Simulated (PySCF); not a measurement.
# Electron correlation in P (phosphorus, neutral)

[Ne] 3s1 3p3 4s1, high-spin 6S determinant (an excited configuration). Calculation: PySCF 2.14, in aug-cc-pCVTZ-DK with one added diffuse shell each of s, p, d, f type (9s8p6d4f, 91 functions); scalar relativity by spin-free X2C-1e. Frozen: 1s2; 13 electrons correlated.

MP2 pair energies summed by pair of shells (mhartree):

```
 pair   energy  share (%)
2p-2p  -184.63       58.7
2s-2p   -57.73       18.4
2p-3p   -20.39        6.5
3p-3p   -19.79        6.3
2s-2s    -9.71        3.1
2p-3s    -6.74        2.1
3p-4s    -6.24        2.0
3s-3p    -3.67        1.2
2s-3p    -3.25        1.0
2s-3s    -1.14        0.4
2p-4s    -0.69        0.2
3s-4s    -0.23        0.1
2s-4s    -0.09        0.0
```

Total MP2 correlation energy: -314.30 mhartree.

Same-spin part -107.02 and opposite-spin part -207.28 mhartree; SCS-MP2 scales them by 1/3 and 6/5 to -284.41 mhartree.
